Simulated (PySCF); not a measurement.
## Structure from NMR data

The spectra below were simulated for a compound C5H9OPSi.

1H NMR (500 MHz, computed): δ 6.47 (m, 1H), 5.41 (m, 1H), 5.25 (m, 1H), 2.27 (d, 1H), 1.73 (d, 3H), 1.29 (m, 2H).

13C{1H} NMR (computed): δ 149.0, 110.9, 105.3, 90.5, 15.5.

PySCF 2.14 calculation with PBE0/pcSseg-1 with gauge-including orbitals and coordinates at the GFN2-xTB level; no relativistic terms, one averaged value for each set of equivalent atoms, one conformer, gas phase.

δ = σ(ref) − σ, references computed at the same level: 1H, 13C vs TMS.

Which of these isomers gave the spectra?
A. C#C[Si@@H](P)O/C=C/C
B. CC1=C[P@@H](=O)C([SiH3])=C1
C. P[SiH2]Cc1ccco1
D. Cc1coc([SiH2]P)c1
E. C=CO[Si@@H](P)C#CC

Answers

A. 

5 carbon signals for 5 carbons: no two carbons are equivalent. Carbon types of the structure: 1 × C, 3 × CH, 1 × CH3, leaving 3 H on heteroatoms. δC 149.0: alkene carbon bearing oxygen; an sp2 carbon further deshielded by the attached heteroatom. δC 110.9: β carbon of an enol-ether or enamine type C=C; the O or N lone pair pushes π density onto this β carbon and shields it. δC 105.3: terminal alkyne carbon. δC 90.5: alkyne carbon; the triple bond shields along its axis, which puts it between sp3 and sp2 carbons. δH 6.47: hydrogen on an alkene carbon bearing oxygen; olefinic region.

The others: Cc1coc([SiH2]P)c1 would give 5 signals for carbon-bound and other non-exchanging H, not 6; CC1=C[P@@H](=O)C([SiH3])=C1 would give 5 signals for carbon-bound and other non-exchanging H, not 6; P[SiH2]Cc1ccco1 has carbons computed at 158.8, 144.9, 118.3, 112.5, 14.6, with a different DEPT pattern; C=CO[Si@@H](P)C#CC has carbons computed at 152.3, 116.2, 100.8, 85.2, 5.9, with a different DEPT pattern.

Splittings by 31P in the carbon and heteronuclear signals aren't shown, as no couplings were computed. Shifts are as computed. Against solution values, carbons near 30 ppm lie about +3 ppm off and those near 130 ppm about +5 ppm. Of 1309 compounds with measured shifts, 239 miss one by over three times the rms of a fit or turn the order of signals round; such compounds aren't used in these exercises. No couplings were computed; multiplicities are counted from neighbouring protons, with m where these are inequivalent, close in shift, in a saturated or five-membered ring or joined by F or P, and br s for small geminal =CH2 splittings.
